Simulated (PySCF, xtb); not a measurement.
Ti(F)(SH)3 (FH3S3Ti), SMILES [F][Ti]([SH])([SH])[SH], multiplicity 1. Other conformers were not sampled.

Harmonic wavenumbers (cm⁻¹) from GFN2-xTB run with xtb 6.7.1 at its own minimum, in rising order: 28, 61, 89, 101, 106, 107, 131, 140, 312, 382, 393, 448, 460, 471, 614, 2300, 2327, 2343.

What does PySCF 2.14.0 with PBE-D3(BJ)/def2-SVP give at its own minimum? (Estimate from the structure and the level; the computed values follow.)

89, 102, 122, 147, 153, 198, 215, 277, 361, 382, 438, 480, 511, 523, 777, 2570, 2572, 2593. Paired by order, the mean absolute difference is 94 cm⁻¹ and the zero-point energies are 15.5 and 17.9 kcal/mol.
